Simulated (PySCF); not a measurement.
Excitation energy of Sn⁺ by level of theory

Sn⁺ [Kr] 4d10 5s2 5p1 (2P) → Sn⁺ [Kr] 4d10 5s1 5p2 (4P), as a difference of total energies. Calculation: PySCF 2.14, in ANO-RCC-VTZP; the spin-free X2C one-electron Hamiltonian (Gaussian nucleus). Correlated levels: valence: [Kr] 4d10 frozen. The calculations carry no spin-orbit coupling.

```json
{"method": "UHF", "excitation energy (cm⁻¹)": "34167", "error (cm⁻¹)": "-12230"}
{"method": "MP2 (valence)", "excitation energy (cm⁻¹)": "39333", "error (cm⁻¹)": "-7065"}
{"method": "SCS-MP2 (valence)", "excitation energy (cm⁻¹)": "41228", "error (cm⁻¹)": "-5169"}
{"method": "CCSD (valence)", "excitation energy (cm⁻¹)": "41257", "error (cm⁻¹)": "-5141"}
{"method": "CCSD(T) (valence)", "excitation energy (cm⁻¹)": "41369", "error (cm⁻¹)": "-5029"}
```

Reference: 46398 cm⁻¹ (measured; NIST levels, between the centres of gravity of the two terms).

Errors of the correlated levels include the incompleteness of this basis and the frozen core.
